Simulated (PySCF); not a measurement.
Ni²⁺: excitation energy

Ni²⁺ [Ar] 3d8 (3F) → Ni²⁺ [Ar] 3d7 4p1 (high-spin determinant), as a difference of total energies. Calculation: PySCF 2.14, in dyall-av2z (16s12p7d2f, 101 functions); the non-relativistic Hamiltonian (point nucleus). Correlated levels: valence: [Ar] frozen; virtual orbitals above 40 to 60 times the deepest correlated orbital energy dropped. The calculations carry no spin-orbit coupling.

```json
{"method": "UHF", "excitation energy (eV)": "12.361"}
{"method": "MP2 (valence)", "excitation energy (eV)": "14.014"}
{"method": "SCS-MP2 (valence)", "excitation energy (eV)": "14.078"}
{"method": "CCSD (valence)", "excitation energy (eV)": "13.717"}
{"method": "CCSD(T) (valence)", "excitation energy (eV)": "13.762"}
```

Task: How much does correlation contribute at CCSD(T) (valence)?

Result: 13.762 − (12.361) = 1.401 eV, measured against UHF.

A first-order spin-orbit estimate (lowest level to lowest level, LS coupling) adds 0.026 eV.

The determinant of the upper state mixes LS terms, which raises its energy above the lowest term, most at the Hartree-Fock and MP2 levels.
